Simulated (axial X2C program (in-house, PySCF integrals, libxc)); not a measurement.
What spin–orbit coupling does to RbSe

All values were computed with an in-house relativistic program for diatomic molecules. Spin-free means the one-electron spin-free X2C Hamiltonian; two-component (2c) means X2C with spin–orbit coupling and atomic mean-field two-electron Coulomb and Gaunt terms, so the difference of the two also holds small scalar two-electron terms. Basis: Rb dyall-cv3z [12s13p8d4f1g], Se dyall-cv3z [8s9p6d4f1g] (cores contracted in-house); Gaussian nuclei, density fitting, unrestricted open shells. Masses: Rb 84.912 u, Se 79.917 u.

Spin-free state: M_S = 1/2, Λ = 1 (beyond evenly filled blocks: π+α, π+β, π-α); fragments Rb + Se.

```tsv
level	Re (Å)	ωe (cm⁻¹)	De (eV)	μ (D)
PBE0	3.063	151.8	2.433	-10.43
HF	3.163	144.6	1.412	-11.87
MP2	3.078	154.1	2.276	n/a
B97-3	3.095	147.8	2.537	-10.78
```

Correlated methods: 15 electrons correlated (number of frozen shells: Rb 3 s, 2 p, 1 d; Se 3 s, 2 p, 1 d), 277 virtual spin orbitals or spinors in MP2.

Dipoles are positive if Se is the positive end.

Question: Within this multiplet, which Ω should lie lowest by the rule for regular and inverted multiplets?

Answer: The open π shell holds three electrons, one hole, so the multiplet is inverted: Ω = Λ + 1/2 = 3/2. The PBE0 2c search agrees.

Two-component determinant lowest at the distance of the search:

Ω = 3/2 (⟨Sz⟩ = 0.50, ⟨Lz⟩ = 1.00 at HF); fragments Rb + Se.

```json
{"level": "PBE0", "Re (Å)": "3.064", "ωe (cm⁻¹)": "151.5", "De (eV)": "2.471", "μ (D)": "-10.41"}
{"level": "HF", "Re (Å)": "3.164", "ωe (cm⁻¹)": "144.4", "De (eV)": "n/a", "μ (D)": "-11.87"}
{"level": "MP2", "Re (Å)": "3.078", "ωe (cm⁻¹)": "153.9", "De (eV)": "2.244", "μ (D)": "n/a"}
{"level": "B97-3", "Re (Å)": "3.096", "ωe (cm⁻¹)": "147.6", "De (eV)": "2.529", "μ (D)": "-10.77"}
```

Question: From the two tables, how do the constants change at the MP2 level (2c against spin-free)?

Answer: At the MP2 level Re is unchanged to within 0.001 Å and ωe is unchanged to within 0.2 cm⁻¹; De changes by -0.032 eV.

Occupations by symmetry block were frozen at the best pattern of an incomplete PBE0 search. Dissociation energies refer to the lowest single-determinant-based atoms at the same level and basis. De is not given where an atomic determinant may have missed its ground term or J level, or where the truncated virtual space spoils (T). Density functionals use the spin component along the axis (collinear). PBE0 can misorder states that lie within some tenths of an eV, so this need not be the ground state of the molecule. The nearest other spin-free determinant of the search, M_S = 1/2, Λ = 0, lies 0.24 eV up at the distance of the search. The functionals have no current-density term, which raises determinants with orbital currents, atoms included.
